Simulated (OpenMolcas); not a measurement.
O⁺: thermal populations, Slater's ratio, worked from levels

| Quantity | Value |
| --- | --- |
| Program | OpenMolcas 26.06 |
| Basis | ANO-RCC-VTZP [4s3p2d1f] |
| Scalar Hamiltonian | DKH2, point nucleus |
| Active space | 5 electrons in 8 orbitals (2s 2p 3s 3p) |
| State averaging | 2S+1 = 4 odd, 1 root; 2S+1 = 2 odd, 8 roots; 2S+1 = 4 even, 3 roots; 2S+1 = 2 even, 9 roots |
| Spin-orbit coupling | RASSI with atomic mean-field integrals over the reference wave functions, term energies averaged over their components |

Methods: CASSCF; SS-CASPT2, IPEA 0.25 Eh, imaginary shift 0.1 Eh (closed shells correlated: 1s). Measured levels: NIST Handbook of Basic Atomic Spectroscopic Data.

**Thermal populations.** Z = Σ (2J + 1) exp(-E/kT) with k = 0.695035 cm-1/K, over the levels below. No other level of either list lies under 90000 cm-1, which is above 7 kT at each temperature.

```tsv
Level	2J + 1	SS-CASPT2	measured
2s² 2p³ ⁴S°_3/2	4	0.0	0.0
2s² 2p³ ²D°_3/2	4	27880	26831
2s² 2p³ ²D°_5/2	6	27890	26811
2s² 2p³ ²P°_1/2	2	41300	40470
2s² 2p³ ²P°_3/2	4	41300	40468
```

```tsv
T (K)	Z, SS-CASPT2	Z, measured levels	Ground level (%), SS-CASPT2	Ground level (%), measured levels
12000	4.396	4.448	91.0	89.9
```

At 12000 K, kT = 8340 cm-1, and the computed levels give Z = 4.000 + 0.141 + 0.212 + 0.014 + 0.028 = 4.396.

**Slater's ratio.** With one set of orbitals, p3 has ²D° - ⁴S° = 9 F2 and ²P° - ²D° = 6 F2 (F2 = F²/25), a ratio of 2/3. Term energies are centres of gravity, weighted by 2J + 1.

| Source | ²D° - ⁴S° | ²P° - ⁴S° | F2 from the first | Ratio |
| --- | --- | --- | --- | --- |
| CASSCF | 30200 | 39893 | 3356 | 0.321 |
| SS-CASPT2 | 27887 | 41301 | 3099 | 0.481 |
| measured | 26819 | 40469 | 2980 | 0.509 |

Energies in cm-1. A ratio away from 2/3 shows effects beyond one configuration with one set of orbitals, and in heavier atoms second-order spin-orbit shifts. In CASSCF the valence s occupation is 1.94 in ²P° against 2.00 in ²D°: mixing out of s² acts most on ²P° and pulls it down.

Term energies are means over components that CASPT2 splits; among the terms shown or strongly mixed into the levels shown the widest spread is 55 cm-1 (2s² 2p³ ²D°, SS-CASPT2). The run also gave levels led by 2s² 2p² 3s, which use shells meant for correlation; these and all levels above them are left out. Without dynamic correlation excited terms often stand tens of per cent too high (terms of higher spin than the ground term too low), and those without a measured partner can miss by more than the paired ones (holds for CASSCF). Computed and measured levels are paired by configuration, term and J; levels that our copy of the source lacks, or whose pairing is in doubt (as where it misses far off the trend of its configuration), stay unpaired and out of the deviations. Levels of configurations outside the active space are missing.

° marks odd parity.
